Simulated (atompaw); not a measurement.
**u(r) = r·R(r): atom against pseudo-atom (S)**

Columns: radius, all-electron u(r) and pseudo u(r) of the 3p shell (level -7.11 eV) of sulfur in the configuration [Ne] 3s2 3p4; LDA (PW92), scalar-relativistic, PAW (atompaw) scheme, atompaw 4.2.0.5.

```
r (bohr)  all-electron  pseudo
   0.063       -0.0863  0.0036
   0.127       -0.2158  0.0144
   0.190       -0.3024  0.0320
   0.254       -0.3343  0.0563
   0.317       -0.3183  0.0861
   0.381       -0.2667  0.1217
   0.444       -0.1932  0.1610
   0.508       -0.1051  0.2044
   0.571       -0.0126  0.2497
   0.635        0.0822  0.2972
   0.698        0.1725  0.3447
   0.762        0.2588  0.3925
   0.825        0.3369  0.4385
   0.888        0.4075  0.4825
   0.952        0.4711  0.5246
   1.015        0.5258  0.5628
   1.079        0.5735  0.5979
   1.142        0.6130  0.6286
   1.206        0.6462  0.6554
   1.269        0.6724  0.6775
   1.333        0.6931  0.6956
   1.396        0.7081  0.7092
   1.460        0.7185  0.7189
   1.523        0.7246  0.7246
   1.587        0.7269  0.7269
   1.650        0.7259  0.7259
```

How many radial nodes do the two functions have?

The all-electron 3p function has n − l − 1 = 1; the pseudo-wave has 0, since the states of the same l below it are removed with the core.

Is the pseudo-wave norm-conserving?

No, it belongs to a PAW set: the norm inside the radius is not constrained, and the difference is carried by the augmentation charge.
